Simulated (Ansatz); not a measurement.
A made-up structure of C2H2Se, closed shell:

C1  (-0.519, -0.270, -0.298)
C2  (0.365, 0.525, 0.150)
Se3  (0.793, -1.310, 0.761)
H4  (-1.415, -0.458, -0.862)
H5  (1.453, -2.370, 1.610)
(Å)

It is relaxed with PBE-D4/def2-SVP and then PBE0-D4/def2-TZVP (Ansatz 0.2.0). Atoms count as bonded within 1.22 times the sum of their covalent radii (H–H: 0.88 Å). The end point is not checked to be a true minimum.

Question: Does its bonding change? (Judge from chemistry; the calculation decides.)

Answer: Computed: No: no bond forms or breaks.

Where it ends: The first stage lowers the energy by 3.45 eV in 11 steps. It ends as C₂H₂Se ([C]1[CH][SeH]1):
C1  (-0.393, -0.359, -0.145)
C2  (0.417, 0.529, 0.336)
Se3  (1.165, -1.463, 0.187)
H4  (-1.338, -0.654, -0.566)
H5  (0.825, -1.935, 1.549)
(Å)

Labels in which every atom is bracketed show which atoms are joined, not bond orders.

For scale, one of the runs: PBE0-D4/def2-TZVP relaxation, 122 basis functions, launched by `ansatz run in.yaml --threads 2 --pin off --events-out ev --progress --plain --max-ram 4352MiB`. Hardware: 2 CPU threads of an Intel Xeon, shared host. Wall time about 29 s.
